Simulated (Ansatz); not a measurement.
F₂Mg, charge +1, doublet, at a GFN2-xTB geometry (such geometries of metal compounds can be far from the true shape) (a state made from the parent by changing its charge; the spin is typed, not shown lowest), atoms displaced at random by about 0.02 Å a coordinate; HF/6-311G** (Ansatz, an electronic-structure program).

Ansatz was given this input:
Ansatz 0.2 input:
```yaml
crystal:
  periodic: [false, false, false]
  atoms:
    - {symbol: Mg, position_ang: [0.04278516, -0.02497155, 0.00214646]}
    - {symbol: F, position_ang: [-0.21210010, 1.31391400, -1.16806589]}
    - {symbol: F, position_ang: [0.18953951, -1.34436483, 1.22221412]}
basis:
  gaussian:
    orbitals: 6-311G__.json
hamiltonian:
  xc: hf
total_charge: 1
magnetization: {spin_polarized: true, initial_magnetization: 1}
relax: {max_displacement: 0.02}
```
The basis file holds 6-311G** in the JSON format of the Basis Set Exchange.

What the program printed (banner, timings and long lists left out):

```
Functional definition: HF
566 factors; integrals over basis functions are off by at most 1.9e-4 eV
mean field evaluation 1: about -10830.3414 eV, gradient 4.4e1 eV
mean field evaluation 2: about -10830.3426 eV, gradient 4.4e1 eV
mean field evaluation 4: about -10836.3057 eV, gradient 4.3e0 eV
mean field evaluation 8: about -10836.4573 eV, gradient 2.3e-1 eV
mean field evaluation 16: about -10836.4584 eV, gradient 7.0e-6 eV
mean field evaluation 32: about -10836.4584 eV, gradient 7.8e-4 eV
mean field evaluation 64: about -10836.4584 eV, gradient 1.3e-6 eV
mean field evaluation 96: about -10836.1417 eV, gradient 4.9e0 eV
mean field evaluation 128: about -10832.2564 eV, gradient 1.2e0 eV
mean field evaluation 160: about -10836.4584 eV, gradient 2.4e-3 eV
mean field evaluation 192: about -10835.6948 eV, gradient 4.1e0 eV
mean field evaluation 224: about -10836.4153 eV, gradient 1.4e0 eV
mean field evaluation 256: about -10826.5085 eV, gradient 1.5e1 eV
mean field -10836.45843656 eV, -398.2325023281 hartree, gradient 2.4e-10 eV, S^2 0.752753; 6 other end points of the search recorded, 0 dependent functions left out
the calculation of the forces begins
reference -10836.45843656 eV, -398.2325023281 hartree; 15, 14 occupied and 48, 49 virtual orbitals, 566 factors
relax step   1: F+E_penalty+E_count = -10836.45843656 eV  Δ(F+E_penalty+E_count) = +0.000e0 eV  max|allowed force component| = 4.123e0 eV/Å  Δτ_max = 0.0000 Å  (688 SCF iters, accepted)
these checks for a lower state are left out or cut short: starts, cluster_reference, orbital_swaps, neighbouring_geometries, increment
566 factors; integrals over basis functions are off by at most 1.9e-4 eV
mean field evaluation 288: about -10836.6108 eV, gradient 1.2e-2 eV
mean field -10836.61086834 eV, -398.2381040926 hartree, gradient 7.6e-6 eV, S^2 0.752789; 1 other end points of the search recorded, 0 dependent functions left out
the calculation of the forces begins
reference -10836.61086834 eV, -398.2381040926 hartree; 15, 14 occupied and 48, 49 virtual orbitals, 566 factors
relax step   2: F+E_penalty+E_count = -10836.61086834 eV  Δ(F+E_penalty+E_count) = -1.524e-1 eV  max|allowed force component| = 3.298e0 eV/Å  Δτ_max = 0.0195 Å  (99 SCF iters, accepted)
these checks for a lower state are left out or cut short: starts, cluster_reference, orbital_swaps, neighbouring_geometries, increment
566 factors; integrals over basis functions are off by at most 2.0e-4 eV
[...]
relax step   5: F+E_penalty+E_count = -10836.89139735 eV  Δ(F+E_penalty+E_count) = -6.764e-2 eV  max|allowed force component| = 1.082e0 eV/Å  Δτ_max = 0.0199 Å  (99 SCF iters, accepted)
relax step   6: F+E_penalty+E_count = -10836.93361072 eV  Δ(F+E_penalty+E_count) = -4.221e-2 eV  max|allowed force component| = 8.542e-1 eV/Å  Δτ_max = 0.0196 Å  (147 SCF iters, accepted)
relax step   7: F+E_penalty+E_count = -10836.96386735 eV  Δ(F+E_penalty+E_count) = -3.026e-2 eV  max|allowed force component| = 6.815e-1 eV/Å  Δτ_max = 0.0190 Å  (103 SCF iters, accepted)
relax step   8: F+E_penalty+E_count = -10836.98817348 eV  Δ(F+E_penalty+E_count) = -2.431e-2 eV  max|allowed force component| = 5.362e-1 eV/Å  Δτ_max = 0.0195 Å  (101 SCF iters, accepted)
relax step   9: F+E_penalty+E_count = -10837.00720051 eV  Δ(F+E_penalty+E_count) = -1.903e-2 eV  max|allowed force component| = 4.128e-1 eV/Å  Δτ_max = 0.0195 Å  (54 SCF iters, accepted)
relax step  10: F+E_penalty+E_count = -10837.02201750 eV  Δ(F+E_penalty+E_count) = -1.482e-2 eV  max|allowed force component| = 3.041e-1 eV/Å  Δτ_max = 0.0200 Å  (53 SCF iters, accepted)
relax step  11: F+E_penalty+E_count = -10837.03252952 eV  Δ(F+E_penalty+E_count) = -1.051e-2 eV  max|allowed force component| = 2.118e-1 eV/Å  Δτ_max = 0.0200 Å  (54 SCF iters, accepted)
relax step  12: F+E_penalty+E_count = -10837.03948727 eV  Δ(F+E_penalty+E_count) = -6.958e-3 eV  max|allowed force component| = 1.294e-1 eV/Å  Δτ_max = 0.0195 Å  (85 SCF iters, accepted)
relax step  13: F+E_penalty+E_count = -10837.04344412 eV  Δ(F+E_penalty+E_count) = -3.957e-3 eV  max|allowed force component| = 5.970e-2 eV/Å  Δτ_max = 0.0200 Å  (127 SCF iters, accepted)
relax step  14: F+E_penalty+E_count = -10837.04472921 eV  Δ(F+E_penalty+E_count) = -1.285e-3 eV  max|allowed force component| = 1.771e-2 eV/Å  Δτ_max = 0.0200 Å  (126 SCF iters, accepted)
relax step  15: F+E_penalty+E_count = -10837.04488927 eV  Δ(F+E_penalty+E_count) = -1.601e-4 eV  max|allowed force component| = 5.393e-3 eV/Å  Δτ_max = 0.0200 Å  (52 SCF iters, accepted)
relax step  16: F+E_penalty+E_count = -10837.04499777 eV  Δ(F+E_penalty+E_count) = -1.085e-4 eV  max|allowed force component| = 1.468e-2 eV/Å  Δτ_max = 0.0191 Å  (54 SCF iters, accepted)
relax step  17: F+E_penalty+E_count = -10837.04509970 eV  Δ(F+E_penalty+E_count) = -1.019e-4 eV  max|allowed force component| = 1.684e-2 eV/Å  Δτ_max = 0.0194 Å  (53 SCF iters, accepted)
relax step  18: F+E_penalty+E_count = -10837.04518538 eV  Δ(F+E_penalty+E_count) = -8.569e-5 eV  max|allowed force component| = 1.625e-2 eV/Å  Δτ_max = 0.0195 Å  (54 SCF iters, accepted)
[...]
mean field -10837.04522914 eV, -398.2540665579 hartree, gradient 5.6e-6 eV, S^2 0.753112; 0 other end points of the search recorded, 0 dependent functions left out
the calculation of the forces begins
reference -10837.04522914 eV, -398.2540665579 hartree; 15, 14 occupied and 48, 49 virtual orbitals, 566 factors
relax step  19: F+E_penalty+E_count = -10837.04522914 eV  Δ(F+E_penalty+E_count) = -4.376e-5 eV  max|allowed force component| = 1.347e-2 eV/Å  Δτ_max = 0.0195 Å  (54 SCF iters, accepted)
these checks for a lower state are left out or cut short: starts, cluster_reference, orbital_swaps, neighbouring_geometries, increment
566 factors; integrals over basis functions are off by at most 3.1e-4 eV
mean field -10837.04523510 eV, -398.2540667769 hartree, gradient 8.8e-6 eV, S^2 0.753111; 0 other end points of the search recorded, 0 dependent functions left out
the calculation of the forces begins
reference -10837.04523510 eV, -398.2540667769 hartree; 15, 14 occupied and 48, 49 virtual orbitals, 566 factors
relax step  20: F+E_penalty+E_count = -10837.04523510 eV  Δ(F+E_penalty+E_count) = -5.960e-6 eV  max|allowed force component| = 9.264e-3 eV/Å  Δτ_max = 0.0038 Å  (50 SCF iters, accepted)
566 factors; integrals over basis functions are off by at most 3.1e-4 eV
mean field evaluation 544: about -10837.0449 eV, gradient 9.9e-3 eV
mean field evaluation 576: about -10836.9933 eV, gradient 3.9e0 eV
mean field evaluation 608: about -10836.7887 eV, gradient 6.6e-1 eV
mean field evaluation 640: about -10831.5429 eV, gradient 2.0e1 eV
mean field evaluation 672: about -10832.6935 eV, gradient 1.2e0 eV
mean field evaluation 704: about -10830.3602 eV, gradient 4.6e0 eV
mean field evaluation 736: about -10830.9799 eV, gradient 4.6e1 eV
mean field -10837.04523510 eV, -398.2540667769 hartree, gradient 8.8e-6 eV, S^2 0.753111; 4 other end points of the search recorded, 0 dependent functions left out
the calculation of the forces begins
reference -10837.04523510 eV, -398.2540667769 hartree; 15, 14 occupied and 48, 49 virtual orbitals, 566 factors
Total energy: -10837.04523510 eV, -398.2540667769 hartree
Atom 0 at     0.168951     0.065665    -0.168948 Å, force    -0.003344     0.008224    -0.006049 eV/Å
Atom 1 at    -0.295646     1.369605    -1.170013 Å, force     0.003316    -0.009264     0.007102 eV/Å
Atom 2 at     0.146920    -1.490693     1.395255 Å, force     0.000028     0.001040    -0.001054 eV/Å
Dipole moment:     0.504982    -1.032428     0.704777 e Å
```
